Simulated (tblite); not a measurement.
Compound: C₇H₁₅OP.
Atom-mapped SMILES: `[CH3:1][C:2]([CH3:3])([CH3:4])[C@@H:5]1[CH2:6][CH2:7][P@@H:8]1=[O:9]` (hydrogens: H10, H11, H12 on C1; H13, H14, H15 on C3; H16, H17, H18 on C4; H19 on C5; H20, H21 on C6; H22, H23 on C7; H24 on P8)

Computed with GFN2-xTB (tblite), gas phase: L-BFGS steps from a force-field or distance-geometry start until the largest atomic force falls under 0.01 eV/Å.

Step 57: E = -796.4466 eV
```
atom  x, y, z in Å  |  force x, y, z in eV/Å
C1     -1.5697   -0.8270    1.0906   -0.024  -0.013  -0.003
C2     -0.9618    0.0782    0.0154   -0.048   0.021   0.018
C3     -1.8981    0.1671   -1.1922    0.027  -0.004   0.013
C4     -0.7562    1.4805    0.5846   -0.010   0.015   0.013
C5      0.3530   -0.5172   -0.4812   -0.017   0.021  -0.003
C6      1.5348   -0.7308    0.4888    0.002  -0.008  -0.006
C7      2.6804   -0.4395   -0.5039   -0.010   0.025  -0.054
P8      1.4816    0.4512   -1.5998    0.035  -0.010  -0.013
O9      1.5342    1.9131   -1.6480   -0.008   0.004   0.017
H10    -1.7077   -1.8388    0.7156    0.016  -0.017  -0.004
H11    -0.9294   -0.8653    1.9693   -0.002  -0.021  -0.029
H12    -2.5407   -0.4424    1.3940    0.001   0.004   0.010
H13    -1.4316    0.7873   -1.9590   -0.041  -0.025  -0.010
H14    -2.0909   -0.8217   -1.6067    0.004   0.032  -0.012
H15    -2.8516    0.6110   -0.9114    0.053   0.009  -0.024
H16    -0.1322    1.4557    1.4742    0.002   0.014   0.014
H17    -1.7162    1.9134    0.8574    0.000   0.004   0.018
H18    -0.2851    2.1218   -0.1534    0.001   0.016   0.013
H19     0.1363   -1.4617   -0.9908    0.018  -0.030   0.036
H20     1.5733   -1.7225    0.9362   -0.011  -0.030   0.011
H21     1.5260    0.0073    1.2872   -0.003   0.036   0.014
H22     3.0886   -1.3486   -0.9413    0.015   0.029  -0.007
H23     3.4910    0.1712   -0.1092   -0.011  -0.022  -0.012
H24     1.4602   -0.1226   -2.8755    0.011  -0.050   0.000
```

Step 58: E = -796.4474 eV
```
atom  x, y, z in Å  |  force x, y, z in eV/Å
C1     -1.5704   -0.8281    1.0873   -0.027  -0.022   0.017
C2     -0.9618    0.0793    0.0152   -0.045   0.010   0.019
C3     -1.8984    0.1692   -1.1912    0.018   0.001  -0.004
C4     -0.7563    1.4802    0.5878    0.000   0.008   0.011
C5      0.3528   -0.5170   -0.4812   -0.013   0.025   0.004
C6      1.5354   -0.7286    0.4890   -0.005  -0.005  -0.001
C7      2.6805   -0.4379   -0.5053   -0.002   0.004  -0.015
P8      1.4807    0.4485   -1.6018    0.049   0.005  -0.013
O9      1.5347    1.9100   -1.6570   -0.016   0.010   0.026
H10    -1.7040   -1.8402    0.7114    0.008  -0.013  -0.005
H11    -0.9323   -0.8661    1.9675    0.003  -0.019  -0.021
H12    -2.5430   -0.4459    1.3891    0.002  -0.001   0.007
H13    -1.4327    0.7863   -1.9601   -0.022  -0.009  -0.022
H14    -2.0952   -0.8189   -1.6046    0.004   0.016  -0.012
H15    -2.8498    0.6167   -0.9107    0.037   0.012  -0.015
H16    -0.1316    1.4508    1.4768   -0.003   0.022   0.020
H17    -1.7163    1.9128    0.8625    0.014   0.001   0.012
H18    -0.2833    2.1229   -0.1478   -0.007   0.017   0.009
H19     0.1361   -1.4621   -0.9907    0.019  -0.022   0.048
H20     1.5740   -1.7196    0.9392   -0.009  -0.014   0.002
H21     1.5273    0.0122    1.2856   -0.007   0.019   0.002
H22     3.0922   -1.3479   -0.9373    0.007   0.028  -0.021
H23     3.4902    0.1734   -0.1094   -0.013  -0.012  -0.019
H24     1.4595   -0.1303   -2.8733    0.009  -0.062  -0.030
```

Step 59: E = -796.4480 eV
```
atom  x, y, z in Å  |  force x, y, z in eV/Å
C1     -1.5716   -0.8295    1.0848   -0.020  -0.023   0.023
C2     -0.9625    0.0801    0.0153   -0.019  -0.001   0.013
C3     -1.8985    0.1713   -1.1903    0.005   0.006  -0.019
C4     -0.7559    1.4798    0.5909    0.008   0.001   0.010
C5      0.3522   -0.5168   -0.4814   -0.001   0.021   0.009
C6      1.5356   -0.7267    0.4891   -0.009   0.001   0.004
C7      2.6804   -0.4362   -0.5066    0.004  -0.013   0.024
P8      1.4804    0.4462   -1.6040    0.036   0.008  -0.014
O9      1.5345    1.9075   -1.6646   -0.019   0.012   0.027
H10    -1.6997   -1.8420    0.7080   -0.003  -0.008  -0.006
H11    -0.9354   -0.8667    1.9661    0.006  -0.017  -0.010
H12    -2.5457   -0.4495    1.3843   -0.001  -0.009   0.007
H13    -1.4341    0.7857   -1.9611    0.001   0.006  -0.032
H14    -2.0993   -0.8158   -1.6031    0.005  -0.002  -0.011
H15    -2.8475    0.6223   -0.9101    0.011   0.018  -0.005
H16    -0.1308    1.4466    1.4797   -0.009   0.026   0.022
H17    -1.7154    1.9127    0.8668    0.019   0.001   0.009
H18    -0.2809    2.1233   -0.1429   -0.013   0.016   0.008
H19     0.1364   -1.4633   -0.9896    0.015  -0.008   0.056
H20     1.5745   -1.7172    0.9417   -0.008   0.007  -0.007
H21     1.5278    0.0170    1.2839   -0.009  -0.002  -0.009
H22     3.0957   -1.3464   -0.9342    0.001   0.021  -0.033
H23     3.4886    0.1760   -0.1098   -0.009   0.001  -0.021
H24     1.4595   -0.1385   -2.8721    0.008  -0.061  -0.044
```

Question: Estimate the geometry and energy of step 60. (The exact step hangs on the optimiser's Hessian estimate; all steps are aligned on step 59, rigid shifts and turns removed.)

Answer: E = -796.4486 eV, largest force 0.064 eV/Å
```
atom  x, y, z in Å  |  force x, y, z in eV/Å
C1     -1.5731   -0.8313    1.0828   -0.006  -0.016   0.014
C2     -0.9633    0.0808    0.0158    0.014  -0.010   0.001
C3     -1.8983    0.1734   -1.1897   -0.007   0.012  -0.027
C4     -0.7551    1.4793    0.5940    0.012  -0.005   0.008
C5      0.3515   -0.5164   -0.4814    0.013   0.010   0.011
C6      1.5356   -0.7250    0.4892   -0.007   0.010   0.007
C7      2.6802   -0.4347   -0.5073    0.005  -0.023   0.046
P8      1.4805    0.4440   -1.6064    0.008   0.004  -0.015
O9      1.5333    1.9052   -1.6713   -0.017   0.003   0.022
H10    -1.6952   -1.8441    0.7049   -0.016  -0.004  -0.005
H11    -0.9384   -0.8670    1.9649    0.007  -0.016   0.003
H12    -2.5486   -0.4531    1.3795   -0.006  -0.018   0.010
H13    -1.4354    0.7856   -1.9626    0.023   0.016  -0.035
H14    -2.1029   -0.8127   -1.6021    0.005  -0.016  -0.009
H15    -2.8450    0.6279   -0.9095   -0.014   0.023   0.002
H16    -0.1303    1.4431    1.4830   -0.012   0.027   0.021
H17    -1.7140    1.9127    0.8707    0.017   0.004   0.008
H18    -0.2783    2.1238   -0.1380   -0.017   0.012   0.007
H19     0.1369   -1.4649   -0.9873    0.009   0.006   0.056
H20     1.5749   -1.7152    0.9435   -0.007   0.024  -0.013
H21     1.5280    0.0210    1.2824   -0.008  -0.018  -0.015
H22     3.0992   -1.3442   -0.9319   -0.005   0.010  -0.041
H23     3.4868    0.1791   -0.1105    0.000   0.014  -0.016
H24     1.4596   -0.1477   -2.8718    0.009  -0.048  -0.041
```

The energy changes by -0.0006 eV. The first-order estimate −F·Δx gives -0.0008 eV and the mean of the old and new forces, exact on a quadratic surface, -0.0006 eV. The step makes an angle of 76° with the force vector and moves no atom by more than 0.009 Å.
